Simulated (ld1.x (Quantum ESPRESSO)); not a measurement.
# Transferability test, TM potential for Mg

Mg, norm-conserving Troullier–Martins (Kleinman–Bylander form), made with ld1.x (Quantum ESPRESSO) 7.5 (BP86, scalar-relativistic). Core [Ne], reference 3s1 3p0 (charge +1). Waves: 3s (bound): rc 1.85 bohr; 3p (bound, empty): rc 2.40 bohr; 3d channel at -0.2 Ry: rc 2.60 bohr. Local part: the d channel. Core correction: none.

Energies are relative to the spin-unpolarised reference configuration 3s1 3p0; without spin polarisation the order of configurations can differ from experiment.

| valence configuration | charge | ΔE all-electron (eV) | error AE − PS (meV) |
| --- | --- | --- | --- |
| 3s2 3p0 | 0 | -8.085 | +15 |
| 3s1.5 3p0 | +0.5 | -4.881 | +5.6 |
| 3s1 3p1 | 0 | -4.582 | +3.3 |
| 3s0 3p1 | +1 | 4.337 | +31 |

(1) What are ΔE and the potential's error for 3s0 3p2?

Levels in the configuration 3s0 3p1:

```csv
level,all-electron (eV),pseudo (eV)
3p,-7.886,-7.863
```

## Answers

(1) ΔE = -0.892 eV all-electron; the error (AE − PS) is +25 meV.

ld1.x printed “convergence not achieved” for 3 of the counted tests; their residual had stalled under 1e-8, short of the target of 1e-14.
